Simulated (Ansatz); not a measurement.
A cut through the energy surface

CH₃BBr (SMILES C[B]Br), doublet, at its PBE0-D4/def2-TZVP minimum:

```xyz
6
angstrom
C -0.3204 0.3373 -0.3110
B 0.1576 -1.0562 0.1442
Br 1.6168 -1.4193 1.2885
H -1.0264 0.6877 0.4556
H 0.4850 1.0760 -0.3698
H -0.8703 0.3104 -1.2536
```

The angle H4–C1–B2 (106.3° at the minimum) is set to the values below, H4, with anything bonded beyond it, turning rigidly in the plane of the angle. Each method's energies count from its own value at the PBE0-D4 minimum structure. Ansatz 0.2.0; basis: def2-TZVPP; cores frozen in the correlated methods; orbitals are unrestricted. Filled d shells of the heavier atoms are correlated. The def2 sets are not built for correlating such inner shells, so the correlated values are less sure here. B3LYP uses VWN-RPA correlation.

```tsv
angle (°)	CCSD(T) (eV)	PBE0-D4 (eV)	PBE-D4 (eV)	B3LYP-D4 (eV)
76.3	0.539	0.525	0.505	0.555
83.8	?	0.299	0.290	0.319
91.3	?	0.135	0.133	0.146
98.8	0.034	0.034	0.035	0.039
106.3	0.000	0.000	0.000	0.000
113.8	0.037	0.034	0.030	0.032
121.3	?	0.137	0.126	0.135
128.8	0.326	0.310	0.288	0.310
136.3	0.576	0.550	0.514	0.554
```

Question: Fill in the withheld CCSD(T) values. (Judge from chemistry; the value comes from the calculation.)

Answer: Computed: 0.306 eV at 83.8°; 0.136 eV at 91.3°; 0.146 eV at 121.3°. These count from the CCSD(T) energy at the PBE0-D4 minimum.

Minimum and curvature along this coordinate at CCSD(T): A fifth-order fit through the nearest points gives 106.1°, with a curvature of about 1.3 meV/deg².

Largest difference from the CCSD(T) curve over the scan: r2SCAN-D4 0.039; wB97M-V 0.018; HF 0.112; MP2 0.010 eV. Each curve counts from its own value at the minimum.

T1 diagnostic: at most 0.013. ⟨S²⟩ of the unrestricted Hartree–Fock references: 0.76 (a pure state has 0.75).

For scale, one of the runs: CCSD(T)/def2-TZVPP, 152 basis functions (an equivalent command: `ansatz run in.yaml --threads 4`). Hardware: 4 CPU threads, shared host. Wall time 34 s; peak host memory 2.5 GiB.
